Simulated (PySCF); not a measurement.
Ge(H)2(Cl)(vinyl) (C2H5ClGe), SMILES [CH](=C)[GeH2][Cl]. Atoms are numbered in the order given.

```xyz
9

Ge     0.7375     0.1016     0.0000
Cl    -0.9644     1.4552     0.0000
C      0.0358    -1.6997     0.0000
C     -1.2724    -1.9819     0.0000
H      1.5562     0.4125    -1.2609
H      1.5562     0.4125     1.2609
H      0.7684    -2.5194     0.0000
H     -1.6372    -3.0158     0.0000
H     -2.0284    -1.1879     0.0000
```

Geometry: r2SCAN-D4/def2-SVP. The structure was generated by enumeration, and PubChem lists no compound with its InChIKey, so it may never have been made. The values are those of a single conformer.

Two levels are set side by side: PBE/pcSseg-1 (PySCF) and B3LYP/pcSseg-1 (PySCF). GIAO shifts against GeH4 (⁷³Ge), HCl (³⁵Cl), TMS (¹H), TMS (¹³C) at the same level; non-relativistic, no solvent, atoms listed together averaged. Without spin–orbit terms, shifts of atoms bonded to Cl or Br come out too high at both levels. Differences are taken from unrounded values.

```json
[
 {"quantity": "δ(⁷³Ge) of Ge1 (ppm)", "B3LYP": "300.0"},
 {"quantity": "δ(³⁵Cl) of Cl2 (ppm)", "B3LYP": "-100.6"},
 {"quantity": "δ(¹³C) of C3 (ppm)", "B3LYP": "141.6"},
 {"quantity": "δ(¹³C) of C4 (ppm)", "B3LYP": "147.7"},
 {"quantity": "δ(¹H) of H5, H6 (ppm)", "B3LYP": "5.68"},
 {"quantity": "δ(¹H) of H7 (ppm)", "B3LYP": "6.49"},
 {"quantity": "δ(¹H) of H8, H9 (ppm)", "B3LYP": "6.82"}
]
```

Task: What does PBE give, and how far is it from B3LYP? (An estimate is asked for; the answer gives what the named calculation found.)

Result: 
```csv
quantity,PBE,PBE minus B3LYP
δ(⁷³Ge) of Ge1 (ppm),316.6,16.7
δ(³⁵Cl) of Cl2 (ppm),-86.2,14.4
δ(¹³C) of C3 (ppm),140.5,-1.1
δ(¹³C) of C4 (ppm),145.6,-2.1
"δ(¹H) of H5, H6 (ppm)",5.88,0.21
δ(¹H) of H7 (ppm),6.64,0.15
"δ(¹H) of H8, H9 (ppm)",6.88,0.06
```

Rough cost on one machine, each run with all the roots and properties that it gave: B3LYP against PBE within a factor of 2.
